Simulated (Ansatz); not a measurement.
Reaction (isomerisation): `CB(C)N=C=O` → `BC(=C=N)OC`

Isolated molecules relaxed with PBE0-D4/def2-TZVP in Ansatz; ΔE leaves out vibrations. CCSD(T)/CBS adds triple-zeta CCSD(T) − MP2 to the extrapolated MP2 energy (def2 sets, frozen cores). Functionals use def2-TZVPP. HSE06 is defined as in plane-wave codes. Each species was taken in one conformer, which may not be the lowest.

`CB(C)N=C=O`:

```xyz
12

C    -1.160   -0.481   -1.104
B    -0.093   -0.029   -0.055
C     1.446   -0.144   -0.318
N    -0.553    0.508    1.189
C    -0.444    0.997    2.273
O    -0.416    1.474    3.336
H    -1.380    0.386   -1.742
H    -2.108   -0.789   -0.659
H    -0.795   -1.265   -1.773
H     1.751   -1.165   -0.047
H     1.697   -0.029   -1.376
H     2.056    0.538    0.277
```

`BC(=C=N)OC`:

```xyz
12

B     1.733   -0.749   -0.982
C     0.518   -0.141   -0.327
C     0.073   -0.805    0.746
N    -0.195   -1.369    1.783
O    -0.094    0.980   -0.819
C    -1.183    1.454   -0.065
H     2.195   -0.248   -1.963
H     2.210   -1.731   -0.499
H    -0.837   -2.159    1.757
H    -1.550    2.348   -0.567
H    -1.990    0.710   -0.020
H    -0.880    1.710    0.957
```

| level | ΔE (kJ/mol) | difference from CCSD(T)/CBS |
| --- | --- | --- |
| revPBE-D4 | 383.6 | -9.5 |
| BLYP-D4 | 378.4 | -14.7 |
| B97M-V | 405.4 | 12.3 |
| BHLYP-D4 | 399.8 | 6.7 |
| ωB97M-V | 395.9 | 2.8 |
| PBE | 386.8 | -6.3 |
| PBE0 | 398.6 | 5.5 |
| HSE06 | 397.9 | 4.8 |
| CAM-B3LYP | 397.2 | 4.1 |
| CCSD/def2-TZVPP | 397.0 | 3.9 |
| CCSD(T)/CBS | 393.1 | 0 |

**Question.** What do rigid-rotor, harmonic-oscillator terms from PBE0-D4/def2-TZVP frequencies (298.15 K, 1 bar) make of the CCSD(T)/CBS value? (An estimate is asked.)

**Answer.** Ansatz gave: ΔZPE = -4.4 kJ/mol, ΔH = +386.6 kJ/mol, ΔS = -30 J/(mol·K), ΔG = +395.5 kJ/mol.

Largest T1 diagnostic among the species: 0.015.

From BLYP to BHLYP (50 % exact exchange), in def2-TZVPP and without D4, ΔE moves by +19.7 kJ/mol. Leaving LDA and LC-ωPBE aside and taking each functional with its dispersion term where it has one, the values, not all of them listed here, spread over 31.9 kJ/mol, from BLYP-D4 to PBE-QIDH. LDA lies −4.4 kJ/mol from PBE without D4.

CCSD(T)/CBS has its own doubt, a few kJ/mol and more with outer-core shells, so smaller differences from it don't rank the levels.
